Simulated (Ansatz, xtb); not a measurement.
## Relative energy of two isomers of C6H6FN

Structure a: `C=Cc1ccc(F)[nH]1`, a singlet. Structure b: `C=Cc1c[nH]cc1F`, a singlet. Both are isolated molecules in the gas phase, relaxed with PBE0-D3(BJ)/def2-SVP, each in the lowest conformer that the search found.

a (Å):

```xyz
14

C    -2.4781    1.3859   -1.3861
C    -1.7284    0.2827   -1.5367
C    -1.3708   -0.6813   -0.5240
C    -0.6012   -1.8300   -0.6327
C    -0.5312   -2.4538    0.6420
C    -1.2675   -1.6511    1.4787
F    -1.5276   -1.7684    2.7651
N    -1.7708   -0.5951    0.7960
H    -2.9150    1.6770   -0.4256
H    -2.6835    2.0455   -2.2310
H    -1.3221    0.0515   -2.5265
H    -0.1350   -2.1808   -1.5515
H    -0.0142   -3.3676    0.9212
H    -2.3455    0.1310    1.2002
```

b (Å):

```xyz
14

C    -2.8548    1.2154   -1.3657
C    -1.6296    0.7504   -1.0847
C    -1.3098   -0.4535   -0.3359
C    -0.0321   -0.9226   -0.0542
C    -1.4506   -2.3906    0.8747
C    -2.1867   -1.4039    0.2651
F    -3.5136   -1.3473    0.2416
N    -0.1329   -2.0717    0.6642
H    -3.7560    0.6954   -1.0346
H    -2.9829    2.1357   -1.9396
H    -0.7592    1.3130   -1.4420
H     0.9325   -0.5000   -0.3266
H     0.6485   -2.6171    0.9968
H    -1.7664   -3.2707    1.4270
```

Quicker runs give these differences E(b) − E(a): GFN2-xTB +14.4 kJ/mol; HF/STO-3G +12.6 kJ/mol (at GFN2-xTB geometries); r2SCAN-D4/def2-SVP +15.0 kJ/mol (at GFN2-xTB geometries).

Estimate E(b) − E(a) at the level CCSD(T)/def2-SVP + ΔMP2/def2-TZVPP.

Calculated at CCSD(T)/def2-SVP + ΔMP2/def2-TZVPP: E(b) − E(a) = +10.1 kJ/mol, so structure a lies lower.

The same difference at several levels:

```json
{"level": "GFN2-xTB", "geometry": "GFN2-xTB", "E(b) − E(a) (kJ/mol)": "+14.4", "departure from the last row (kJ/mol)": "+4.3", "job, with rough time for the two": "optimisation, 0.13 s"}
{"level": "HF/STO-3G", "geometry": "GFN2-xTB", "E(b) − E(a) (kJ/mol)": "+12.6", "departure from the last row (kJ/mol)": "+2.5", "job, with rough time for the two": "single point, 0.62 s"}
{"level": "r2SCAN-D4/def2-SVP", "geometry": "GFN2-xTB", "E(b) − E(a) (kJ/mol)": "+15.0", "departure from the last row (kJ/mol)": "+4.9", "job, with rough time for the two": "single point, 8.7 s"}
{"level": "PBE0-D3(BJ)/def2-SVP", "geometry": "PBE0-D3(BJ)/def2-SVP", "E(b) − E(a) (kJ/mol)": "+13.4", "departure from the last row (kJ/mol)": "+3.3", "job, with rough time for the two": "optimisation, 56 s"}
{"level": "HF/def2-SVP", "geometry": "PBE0-D3(BJ)/def2-SVP", "E(b) − E(a) (kJ/mol)": "+13.1", "departure from the last row (kJ/mol)": "+3.0", "job, with rough time for the two": "part of the CCSD(T) run"}
{"level": "MP2/def2-SVP", "geometry": "PBE0-D3(BJ)/def2-SVP", "E(b) − E(a) (kJ/mol)": "+10.7", "departure from the last row (kJ/mol)": "+0.6", "job, with rough time for the two": "part of the CCSD(T) run"}
{"level": "CCSD(T)/def2-SVP", "geometry": "PBE0-D3(BJ)/def2-SVP", "E(b) − E(a) (kJ/mol)": "+8.9", "departure from the last row (kJ/mol)": "−1.2", "job, with rough time for the two": "single point"}
{"level": "CCSD(T)/def2-SVP + ΔMP2/def2-TZVPP", "geometry": "PBE0-D3(BJ)/def2-SVP", "E(b) − E(a) (kJ/mol)": "+10.1", "departure from the last row (kJ/mol)": "", "job, with rough time for the two": "single point, 3.4 min"}
```

As drawn, both hold the same kinds of bond in the same numbers.

None of the levels shown reverses the order. The largest departure from CCSD(T)/def2-SVP + ΔMP2/def2-TZVPP is that of r2SCAN-D4/def2-SVP, 4.9 kJ/mol. The last row adds to CCSD(T) the change of the MP2 difference between the two basis sets, here +1.2 kJ/mol.

With thermal terms from frequencies at re-optimised GFN2-xTB minima (ideal gas, soft modes damped towards free rotors, one conformer each, 298.15 K, 1 atm): on the last row, ΔE + ΔZPE = +10.4, ΔH = +10.4, ΔG = +10.5 kJ/mol.

The correlated steps freeze 8 core orbitals. Programs: Ansatz 0.2.0, xtb 6.7.1; the last row on 2 threads of Arm Neoverse V1 on a shared host.
